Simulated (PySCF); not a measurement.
# How methods differ on the electron affinity of Cs

Cs⁻ [Xe] 6s2 (1S) → Cs [Xe] 6s1 (2S), as a difference of total energies. Computed with PySCF 2.14 in def2-QZVPPD with the def2 core potential (46 electrons) (6s5p4d3f, 62 functions), with a scalar-relativistic core potential. Correlated levels: valence: 5s2 5p6 frozen; valence and next inner shell: nothing frozen outside the core potential. The calculations carry no spin-orbit coupling.

| method | electron affinity (eV) | error (eV) |
| --- | --- | --- |
| UHF | -0.089 | -0.561 |
| LDA | 0.566 | +0.094 |
| PBE | 0.488 | +0.016 |
| PBE0 | 0.452 | -0.020 |
| r2SCAN | 0.370 | -0.102 |
| TPSSh | 0.480 | +0.008 |
| B97-3 | 0.603 | +0.131 |
| M06 | 0.525 | +0.053 |
| revPBE | 0.467 | -0.005 |
| MP2 (valence) | 0.252 | -0.220 |
| SCS-MP2 (valence) | 0.320 | -0.152 |
| MP2 (valence and next inner shell) | 0.332 | -0.140 |
| SCS-MP2 (valence and next inner shell) | 0.382 | -0.090 |

Reference: 0.472 eV (measured; photodetachment measurements, as compiled on the Wikipedia data page of electron affinities).

Errors of the correlated levels include the incompleteness of this basis and the frozen core.

A negative affinity means that the anion lies above the atom at that level of theory.

In the anion the highest occupied orbital energy is positive at LDA, PBE, PBE0, r2SCAN, TPSSh, B97-3, M06, revPBE, a self-interaction effect; the basis confines that electron, and the energy difference can still be sensible.
